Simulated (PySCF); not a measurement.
**Relaxation of singlet BF3**

All numbers come from PySCF, PBE0, basis B def2-TZVP, F def2-TZVP (no relativity, density fitting). A (50,194) grid was used.

A hand-made trigonal pyramidal start, of C3v symmetry, held to at least that symmetry:

```xyz
4
charge 0 multiplicity 1, angstrom
B     0.0000    0.0000   -0.5863
F     1.3156    0.0000    0.1132
F    -0.6578    1.1393    0.1132
F    -0.6578   -1.1393    0.1132
```

Optimiser trace:
| step | E − E(last) (kJ/mol) | largest gradient (Eh/bohr) |
| --- | --- | --- |
| 0 | 438.89 | 0.25940 |
| 1 | 158.98 | 0.15533 |
| 2 | 47.81 | 0.08082 |
| 3 | 30.68 | 0.05211 |
| 4 | 0.74 | 0.00904 |
| 5 | 0.02 | 0.00172 |
| 6 | 0.00 | 0.00027 |
| 7 | 0.00 | 0.00000 |

It ends at D3h with B–F 1.311 Å (×3); F–B–F 120.0° (×3). A frequency run shows a minimum.

Final geometry:
Coordinates in bohr (charge 0 multiplicity 1):
```
B     0.0000    0.0000    0.0000
F     2.4779    0.0000    0.0000
F    -1.2390    2.1459    0.0000
F    -1.2389   -2.1460    0.0000
```

The relaxation took of the order of 25 core-seconds on a shared host.
